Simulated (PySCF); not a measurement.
Isomers of C3H5N. Gas-phase values, no solvent. One relaxed conformer stands for each flexible species; it need not be the lowest. Strings in code marks are SMILES. Quantity: electronic energy of isomers of C3H5N relative to `CCC#N`. Level 1: PBE-D3(BJ)/def2-TZVP // PBE0-D4/def2-TZVP (PySCF). Level 2: B3LYP-D3(BJ)/def2-TZVP // PBE0-D4/def2-TZVP (PySCF). B3LYP has the VWN-RPA correlation part, as in Gaussian.

| case | level 1 (kcal/mol) | level 2 (kcal/mol) |
|---|---|---|
| `[H]/N=C\C=C` (C–C–C–N torsion 180°) | 17.5 | 18.6 |
| `CC=C=N` | 19.9 | 22.9 |
| `C=CN=C` (C–C–N–C torsion 180°) | 23.4 | 24.5 |
| `C=C=CN` (C–C–N–H torsion 143°) | 31.8 | withheld |
| `CC#CN` | 34.4 | 36.3 |
| `C1=CNC1` | 36.0 | 42.5 |
| `NC1=CC1` (H–N–C–C torsion 22°) | 45.6 | 52.1 |
| `NC1C=C1` (H–N–C–C torsion 158°) | 53.4 | 59.1 |

Q: Fit level 2 = a + b·x to the 7 complete rows by least squares, with x = level 1 in kcal/mol. Give a, b and the rms residual, and predict the withheld value.

A: Means of the 7 rows: x̄ = 32.886, ȳ = 36.571 kcal/mol. Σ(x − x̄)² = 1089.8 and Σ(x − x̄)(y − ȳ) = 1246.2, so b = 1.144 and a = ȳ − b·x̄ = -1.05 kcal/mol. The rms residual is 1.44 kcal/mol. At x = 31.8 the line gives 35.3 kcal/mol. The run for `C=C=CN` (C–C–N–H torsion 143°) gave 34.5 kcal/mol, so the line is off by 0.8 kcal/mol, within twice the rms residual.

Codes: PySCF.
